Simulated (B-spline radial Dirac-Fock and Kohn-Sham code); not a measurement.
# Kohn-Sham estimates against Dirac-Fock for the levels of Sn²⁵⁺

System: Sn²⁵⁺, configuration [Ar] 3d7.

The density-functional columns are spherical, spin-unpolarised Dirac-Kohn-Sham results without Breit or QED terms: −ε is minus the orbital energy of the initial state and ΔSCF the difference of two total energies. The reference in the last column comes from relaxed Dirac-Fock hole states (ΔSCF) with Breit and QED corrections and a finite nucleus. All numbers are from an atomic code on a B-spline grid, in eV; a selection of levels is shown. For the 1s level of heavy atoms much of the gap between ΔSCF and the reference is the Breit and QED part, -96.3 eV here; for other levels the error of the functional can be larger.

```
level   LDA −ε  LDA ΔSCF  Dirac-Fock
   1s  29899.3   30258.2     30170.5
   2s   5291.9    5371.7      5417.1
2p1/2   5011.7    5106.9      5108.6
2p3/2   4779.9    4870.4      4879.3
   3s   1669.8    1704.0      1729.2
3p1/2   1558.4    1593.8      1604.1
3p3/2   1511.5    1545.9      1557.0
   3d   1315.6    1353.6      1352.2
```

Values without a named source are computed, but for edge energies of neutral atoms, which are taken from tables.
